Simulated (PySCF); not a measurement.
Be(H)(OSiH3) (BeH4OSi), SMILES [BeH][O][SiH3]. Coordinates come from a PBE-D3(BJ)/def2-TZVP optimisation.

Question: Give the equilibrium geometry at PBE-D3(BJ)/def2-TZVP (PySCF confirms it by a frequency run) as Cartesian coordinates in Å, and its point group. (An estimate is asked for; the answer gives what the named calculation found.)

Answer: point group C3v.
```xyz
7

Be     0.0000     0.0000     2.1118
H      0.0000     0.0000     3.4495
O      0.0000     0.0000     0.7015
Si     0.0000     0.0000    -0.9408
H     -1.2187    -0.7036    -1.4457
H      1.2187    -0.7036    -1.4457
H      0.0000     1.4072    -1.4457
```
Charge 0, spin multiplicity 1.
